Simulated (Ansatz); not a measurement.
The cluster Li6N3⁻. Total charge -1; triplet. Geometry r2SCAN-D4/def2-SVPD, that of the charge -1 singlet; atoms count from 1.

```xyz
9

Li    0.565    1.654    1.214
Li   -0.205   -0.108   -2.118
Li    1.952    0.137   -0.841
Li   -0.210   -0.922    0.537
Li    0.555    2.401   -1.401
Li   -1.593    1.410   -0.060
N    -0.897   -2.382    1.969
N     0.184    0.791   -0.462
N    -0.352   -2.980    1.161
```

The charge -1 triplet is spin-contaminated (final ⟨S²⟩ up to 2.17, 2.00 for a pure state). The highest occupied level of the charge -1 triplet lies above zero (up to 0.21 eV). Its loss leaves the charge 0 doublet, which lies 0.90 eV higher (vertical, at PBE0-D4/def2-TZVPD), but this difference is unsure: the doublet is doubtful (geometry relaxed on an unsound state). The structure comes from a short search, and lower isomers may exist.

Question: Estimate the Mulliken populations from the PBE0/def2-TZVPD orbitals of Ansatz.

Answer: 
```csv
atom,charge (e),spin (α − β)
Li1,0.13,0.37
Li2,0.13,0.37
Li3,0.00,0.25
Li4,0.32,0.27
Li5,0.31,-0.10
Li6,0.00,0.25
N7,-0.26,0.29
N8,-1.36,0.02
N9,-0.26,0.29
```
Mulliken values and Mayer orders depend strongly on the basis. With diffuse functions, as here, like atoms can get unlike values, and bond orders can come out too low or too high.

Question: Where does the spin sit?

Answer: Summed by element: Li 1.41, N 0.59, of 2 unpaired in all. Largest on single atoms: Li2 0.37, Li1 0.37, N7 0.29.

Question: And the Mayer bond orders between bonded heavy atoms (over 0.3)?

Answer: Li1–Li3 0.35 (2.91 Å); Li1–Li6 0.35 (2.52 Å); Li2–Li3 0.35 (2.52 Å); Li2–Li6 0.35 (2.91 Å); Li4–N8 0.37 (2.02 Å); N7–N9 1.91 (1.14 Å). Values over 0.3 also appear between atoms too far apart for a bond (Li1–Li2 0.32 at 3.85 Å; Li3–Li6 0.32 at 3.85 Å); they arise where an orbital or an unpaired electron spreads over both atoms.
